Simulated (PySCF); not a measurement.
## Polarisability and C₆ of Mn(3+) (manganese, charge +3)

[Ar] 3d4, high-spin 5D determinant. All numbers are calculated (PySCF 2.14, the spin-free X2C one-electron Hamiltonian (Gaussian nucleus), in an uncontracted even-tempered set (21 s from 0.09 bohr⁻², ratio 2.5; 14 p from 0.12 bohr⁻², ratio 2.5; 10 d from 0.12 bohr⁻², ratio 2.5; 5 f from 0.71 bohr⁻², ratio 2.7; 5 g from 1.1 bohr⁻², ratio 2.7)). Coupled (time-dependent) response in atomic units; α is the mean over directions.

```csv
method,mean α (bohr³),"α xx, yy, zz",C₆ (like pair),S(−4)
UHF,1.706,"1.643, 1.643, 1.833",4.215,0.8978
```

S(−4) is the Cauchy moment in α(ω) = α(0) + S(−4) ω² + …

α(iu) at UHF:

```tsv
u (hartree)	α(iu) (bohr³)
0	1.706
0.0500	1.704
0.100	1.698
0.200	1.672
0.300	1.633
0.500	1.531
0.750	1.389
1.00	1.253
1.50	1.019
2.00	0.8303
3.00	0.5624
5.00	0.2933
```

For an ion, C₆ is the dispersion term alone; charge-induced terms of lower order in 1/R come first.

The components differ because the open shell of this determinant is not spherical; for a pure term their mean is the scalar polarisability.
